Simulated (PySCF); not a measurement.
C8H10O2.
Z-matrix (Å and degrees, PBE0-D3(BJ)/def2-SVP geometry), rows numbered from 1:
```
C 
C   1  1.3394
C   2  1.4675  1  125.77
C   3  1.3458  2  120.11  1   176.78
C   3  1.4853  2  119.39  1    -0.36
C   5  1.3407  3  123.00  2   -73.33
C   6  1.4894  5  126.37  3    -1.00
O   6  1.3876  5  124.90  3  -179.71
C   8  1.3378  6  126.28  5    -4.02
O   9  1.1947  8  127.77  6     0.74
H   1  1.0924  2  120.97  3  -179.46
H   1  1.0936  2  121.39  3     0.05
H   2  1.0962  1  119.15  3   179.32
H   4  1.0939  3  120.76  2     0.51
H   4  1.0926  3  121.53  2  -179.20
H   5  1.0900  3  117.88  2   106.94
H   7  1.1014  6  109.92  5  -122.07
H   7  1.0956  6  111.05  5    -1.18
H   7  1.1015  6  110.46  5   119.75
H   9  1.1099  8  107.69  6  -179.08
```

Method: PBE0-D3(BJ)/def2-SVP geometry optimisation, gas phase (PySCF 2.14.0).

Masses are those of the commonest isotopes; rigid-rotor values at the optimised geometry. The values belong to one conformer with, in the numbering `[CH2:1]=[CH:2][C:3](=[CH2:4])/[CH:5]=[C:6](\[CH3:7])[O:8][CH:9]=[O:10]`, C1–C2–C3–C4 177°, C2–C3–C5–C6 -73°, C5–C6–O8–C9 -4°, C6–O8–C9–O10 1°.

(1) What are A, B and C (MHz)?

(2) What kind of rotor is it?

(3) Is it planar, by Δ = Ic − Ia − Ib?

(4) Where do the levels up to J = 3 lie, in MHz?

(5) Which types of transition are allowed, and where do some lines up to J = 2 fall?

Results:

(1) Ia = 247.06, Ib = 621.03, Ic = 665.14 u·Å²; 505379 MHz·u·Å²/I gives A = 2046, B = 813.8, C = 759.8 MHz.

(2) A near-prolate asymmetric top; Ray's κ = -0.916.

(3) Not planar: Δ = Ic − Ia − Ib = -202.95 u·Å². For a rigid frame Δ = −2 Σ m c², so Σ m c² = 101.48 u·Å² lies off the ab plane: 19.75 from hydrogen and 81.72 from heavier atoms. The atom farthest from that plane is 2.22 Å away.

(4) Above 0(0,0):
J = 1: 1(0,1) 1574, 1(1,1) 2805, 1(1,0) 2859
J = 2: 2(0,2) 4719, 2(1,2) 5899, 2(1,1) 6060, 2(2,1) 9756, 2(2,0) 9758
J = 3: 3(0,3) 9433, 3(1,3) 10537, 3(1,2) 10861, 3(2,2) 14477, 3(2,1) 14485, 3(3,1) 20771, 3(3,0) 20771
The levels of one J sum to (2J + 1)J(J + 1)(A + B + C)/3.

(5) The dipole components are |μa| = 0.34 D, |μb| = 1.76 D, |μc| = 0.98 D. Intensities carry the squares of the components, which stand as 0.04 : 1.00 : 0.31 (a : b : c). Some lines, for components of 0.1 D or more:

| type | branch | J(Ka,Kc) | MHz | lower level (cm⁻¹) |
| --- | --- | --- | --- | --- |
| c | Q | 2(1,2) ← 2(0,2) | 1180 | 0.157 |
| c | Q | 1(1,1) ← 1(0,1) | 1232 | 0.052 |
| b | Q | 1(1,0) ← 1(0,1) | 1286 | 0.052 |
| b | Q | 2(1,1) ← 2(0,2) | 1341 | 0.157 |
| a | R | 1(0,1) ← 0(0,0) | 1574 | 0.000 |
| b | R | 2(0,2) ← 1(1,1) | 1914 | 0.094 |
| b | R | 1(1,1) ← 0(0,0) | 2805 | 0.000 |
| c | R | 1(1,0) ← 0(0,0) | 2859 | 0.000 |
| a | R | 2(1,2) ← 1(1,1) | 3093 | 0.094 |
| a | R | 2(0,2) ← 1(0,1) | 3145 | 0.052 |
| a | R | 2(1,1) ← 1(1,0) | 3201 | 0.095 |
| b | Q | 2(2,0) ← 2(1,1) | 3697 | 0.202 |
| b | Q | 2(2,1) ← 2(1,2) | 3857 | 0.197 |
| b | R | 2(1,2) ← 1(0,1) | 4325 | 0.052 |
| c | R | 2(1,1) ← 1(0,1) | 4487 | 0.052 |
| b | R | 2(2,1) ← 1(1,0) | 6896 | 0.095 |
| c | R | 2(2,0) ← 1(1,0) | 6898 | 0.095 |
| c | R | 2(2,1) ← 1(1,1) | 6950 | 0.094 |
| b | R | 2(2,0) ← 1(1,1) | 6952 | 0.094 |

Not checked by PBE0-D3(BJ)/def2-SVP frequencies. Constants of a rigid frame at the computed geometry: no zero-point averaging, no centrifugal distortion. A rigid rotor knows nothing of internal rotation, which can split or shift real lines.

On one thread, Arm Neoverse V1, on a shared host, this took 5.7 min wall. That covers the optimisation of the geometry.
